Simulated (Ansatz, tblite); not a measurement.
Removing and adding an electron: Co(NH2)2 (CoN2H4). The state is a quartet with charge 0. Geometry: PBE0-D4/def2-TZVP. Ansatz, gas phase; energy differences of separate SCF runs; the oxidised species was run as a quintet alone; the reduced species was run as a triplet alone.

```xyz
7

Co    0.001    0.004   -0.001
N     0.385   -0.651   -1.652
H     1.293   -0.961   -1.966
H    -0.276   -0.778   -2.403
N    -0.383    0.657    1.650
H     0.275    0.774    2.406
H    -1.294    0.953    1.967
```

The xTB rows come from tblite. Correlated methods freeze 7 core orbitals; core or outer-core shells of Co are correlated, in sets that lack core-valence functions. In CCSD on the charge 1 quintet the largest single amplitude is 0.20, so its Hartree–Fock determinant may place the open shell otherwise than the density functionals do. HOMO above LUMO, or a gap near zero within one spin, warns that the state may not be the lowest or that an electron is smeared out. The order of the spin states hangs on the level: the doublet lies 0.10 eV below the quartet at LDA (SPW92)/def2-TZVP, but 1.72 eV above it at HF/def2-TZVP. The doublet is doubtful at HF/def2-TZVP (⟨S²⟩ 1.72, where a pure state has 0.75).

Estimate orbital energies and vertical ionisation energies and electron affinities at: GFN2-xTB; HF/def2-TZVP; LDA (SPW92)/def2-TZVP; PBE-D4/def2-TZVP; PBE-D4/def2-TZVPD; r2SCAN-D4/def2-TZVP; r2SCAN-D4/def2-TZVPD; r2SCANh-D4/def2-TZVP; PBE0-D4/def2-TZVP; PBE0-D4/def2-TZVPD; r2SCAN0-D4/def2-TZVP; ωB97M-V/def2-TZVP; PBE-QIDH/def2-TZVP; MP2/def2-TZVP; CCSD/def2-TZVP; CCSD(T)/def2-TZVP.


| level | −HOMO (eV) | vertical IE (eV) | −LUMO (eV) | vertical EA (eV) | HOMO–LUMO gap (eV) | IE − EA (eV) | remarks |
| --- | --- | --- | --- | --- | --- | --- | --- |
| GFN2-xTB | – | 13.22 | – | 5.80 | – | 7.42 | – |
| HF/def2-TZVP | 9.70 | 7.45 | -1.35 | – | 11.05 | – | – |
| LDA (SPW92)/def2-TZVP | 4.64 | 8.45 | 4.36 | – | 0.27 | – | gap within one spin near zero (+1 quintet), lower spin may lie lower (+1 quintet) |
| PBE-D4/def2-TZVP | 4.64 | 8.18 | 3.79 | – | 0.84 | – | gap within one spin near zero (+1 quintet) |
| PBE-D4/def2-TZVPD | 4.81 | – | 3.95 | 1.04 | 0.86 | – | HOMO above zero (-1 triplet) |
| r2SCAN-D4/def2-TZVP | 5.06 | 8.11 | 3.15 | – | 1.90 | – | – |
| r2SCAN-D4/def2-TZVPD | 5.20 | – | 3.28 | 0.84 | 1.91 | – | HOMO above zero (-1 triplet) |
| r2SCANh-D4/def2-TZVP | 5.68 | 8.13 | 2.58 | – | 3.10 | – | – |
| PBE0-D4/def2-TZVP | 6.22 | 8.24 | 2.17 | – | 4.05 | – | – |
| PBE0-D4/def2-TZVPD | 6.40 | – | 2.30 | 0.67 | 4.10 | – | HOMO above zero (-1 triplet) |
| r2SCAN0-D4/def2-TZVP | 6.40 | 8.20 | 1.82 | – | 4.58 | – | – |
| ωB97M-V/def2-TZVP | 8.54 | 8.51 | 0.65 | – | 7.90 | – | – |
| PBE-QIDH/def2-TZVP | – | 8.78 | – | – | – | – | – |
| MP2/def2-TZVP | – | 9.14 | – | – | – | – | – |
| CCSD/def2-TZVP | – | 8.78 | – | – | – | – | – |
| CCSD(T)/def2-TZVP | – | 8.83 | – | – | – | – | – |

 At PBE0-D4/def2-TZVP the highest occupied level of the quartet has α spin (-5.93 eV), and emptying it gives a triplet, which wasn't run; the ionisation energy to the quintet shown is then probably not the lowest one.  A HOMO above zero means that the electron is unbound at that level or that self-interaction error raises the level; the energy of removing that electron tells which. HOMO and LUMO are the levels of the spin that leaves or enters (xTB has no such levels and no spin-polarisation term). Other spin states of the ions may lie lower, which would lower the ionisation energy or raise the affinity. Raw xTB energy differences between charge states are shifted by several eV; the methods need an empirical correction for them.
